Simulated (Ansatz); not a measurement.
Cost and result for the atomization energy of CH₆GeO₂, SMILES `O[CH2][GeH2][OH]` (10 atoms, 9 bonds).

Z-matrix (Å, degrees):
```
C
Ge 1 1.965
O 1 1.416 2 107.3
H 1 1.098 2 108.9 3 -121.7
H 1 1.097 2 108.3 3 121.5
O 2 1.789 1 107.8 3 -179.5
H 2 1.542 1 110.8 3 60.9
H 2 1.534 1 111.3 3 -64.2
H 3 0.960 1 109.0 2 177.5
H 6 0.959 2 112.5 1 -91.6
```

Charge 0, multiplicity 1. Correlated methods include outer-core shells of Ge, which these sets cover unevenly. Scalar relativity is left out up to krypton. Geometry: relaxed with PBE0-D4/def2-TZVP. It is one conformer, not always the lowest. Program: Ansatz. All runs use 4 threads of an AMD EPYC 7B13 on a shared host. Times are those of one run each, without the atoms' runs, and a repeat can differ threefold. Electronic energies, without spin–orbit coupling; frozen cores. CCSD(T)/CBS adds CCSD(T) − MP2 in def2-TZVPP to the MP2 limit, and its time is that of the two runs behind it. T1 = 0.011. With those shells the extrapolation isn't a true limit. B3LYP takes the VWN-RPA correlation (the form of Gaussian; ORCA's B3LYP/G). HSE06 is the plane-wave form, built on full-range PBE exchange.

CCSD(T)/CBS is a level of theory with its own doubt, some kJ/mol a heavy atom from the limit and from the frozen cores, so smaller differences don't rank the functionals.

| level | functions | wall time | atomization (kJ/mol) | difference from CCSD(T)/CBS | per bond |
| --- | --- | --- | --- | --- | --- |
| LDA (SPW92)/def2-TZVPP | 225 | 0.95 s | 3926.3 | 508.8 | 56.5 |
| revPBE-D4/def2-TZVPP | 225 | 1.4 s | 3347.2 | -70.3 | -7.8 |
| HSE06-D4/def2-TZVPP | 225 | 2.2 s | 3369.1 | -48.4 | -5.4 |
| r2SCAN-D4/def2-TZVPP (with forces) | 225 | 2.9 s | 3396.7 | -20.8 | -2.3 |
| B3LYP-D4/def2-TZVPP (with forces) | 225 | 3.1 s | 3377.3 | -40.2 | -4.5 |
| r2SCANh-D4/def2-TZVPP | 225 | 3.1 s | 3369.0 | -48.5 | -5.4 |
| PBE-QIDH/def2-TZVPP | 225 | 3.7 s | 3355.9 | -61.6 | -6.8 |
| ωB97X-V/def2-TZVPP | 225 | 4.7 s | 3407.2 | -10.3 | -1.1 |
| CCSD(T)/def2-SVP | 104 | 5 s | 3177.9 | -239.6 | -26.6 |
| B97M-V/def2-TZVPP | 225 | 5.5 s | 3399.0 | -18.5 | -2.1 |
| MP2/def2-QZVPP | 440 | 15 s | 3430.2 | 12.7 | 1.4 |
| CCSD(T)/def2-TZVPP | 225 | 99 s | 3330.7 | -86.8 | -9.6 |
| CCSD(T)/CBS(def2) | – | 110 s | 3417.5 | 0.0 | 0.0 |

From PBE to PBE0 (25 % exact exchange), in def2-TZVPP and without D4, the atomization energy moves by −71.5 kJ/mol: exact exchange takes away binding that semilocal exchange gives to molecules. In def2-TZVPP, CCSD(T) changes the Hartree–Fock value by +969.4 kJ/mol (the triples alone add +51.2 kJ/mol) and MP2 by +1017.8 kJ/mol; breaking electron pairs costs correlation energy, which Hartree–Fock lacks. Leaving LDA and LC-ωPBE aside and taking each functional with its dispersion term where it has one, the values, not all of them listed here, spread over 179.2 kJ/mol, from BHLYP-D4 to PBE-D4. LDA lies +501.0 kJ/mol from PBE without D4, its usual overbinding.

For some Ge, Se and Sn compounds the MP2-based and the directly extrapolated limit differ by 10 to 25 kJ/mol.
